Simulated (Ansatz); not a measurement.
Species: GaAs, charge 0, triplet. GaAs (SMILES [As]=[Ga], triplet).
B3LYP-D3(BJ)/def2-TZVP minimum from Ansatz (a quantum-chemistry and plane-wave program):
```xyz
2

Ga     0.0000     0.0000    -1.2139
As     0.0000     0.0000     1.1404
```
Charge 0, spin multiplicity 3.

Total energies in hartree (Ansatz). UHF or UKS for unpaired electrons; spin-orbit terms are left out. Cores are frozen in correlated methods (noble-gas shells, and filled d and f shells in the p block). No relativity. For partners of very few electrons the exact lower level stands in for a higher one. The UHF reference of AsGa ([Ga]=[As], triplet) is spin-contaminated (<S^2> up to 0.08 over the pure value in the sets run). The determinant of AsGa ([Ga]=[As], triplet) is a saddle point of the SCF energy; a lower one exists, which strains HF and MP2.

```tsv
species	HF/cc-pVTZ	CCSD(T)/cc-pVTZ	HF/cc-pVQZ	CCSD(T)/cc-pVQZ	CCSD(T)/cc-pV5Z	CCSDT(Q)/cc-pV5Z
1: GaAs (SMILES [Ga]=[As], triplet)	-4157.51290	-4157.69235	-4157.51829	-4157.70777	-4157.71200	-4157.71427
2: Ga (doublet)	-1923.26189	-1923.30928	-1923.26422	-1923.31345	-1923.31408	-1923.31437
3: As (quartet)	-2234.23714	-2234.32576	-2234.23956	-2234.33229	-2234.33414	-2234.33474
```

**Question.** Work out the atomisation energy (electronic, to ground-state atoms) in kJ/mol: take Hartree-Fock from cc-pVQZ, extrapolate the CCSD(T) correlation energy as X^-3 (X = 3, 4), and add CCSDT(Q) - CCSD(T) in cc-pV5Z. 1 hartree = 2625.5 kJ/mol.

**Answer.** 
Species 1: correlation (64·(-0.18948) - 27·(-0.17945))/37 = -0.19680; step -0.00227; E1 = -4157.51829 + (-0.19680) + (-0.00227) = -4157.71736
Species 2: correlation (64·(-0.04923) - 27·(-0.04739))/37 = -0.05057; step -0.00029; E2 = -1923.26422 + (-0.05057) + (-0.00029) = -1923.31508
Species 3: correlation (64·(-0.09273) - 27·(-0.08862))/37 = -0.09573; step -0.00060; E3 = -2234.23956 + (-0.09573) + (-0.00060) = -2234.33589
-1·E1 +1·E2 +1·E3 = 0.06639 hartree = 174.3 kJ/mol.
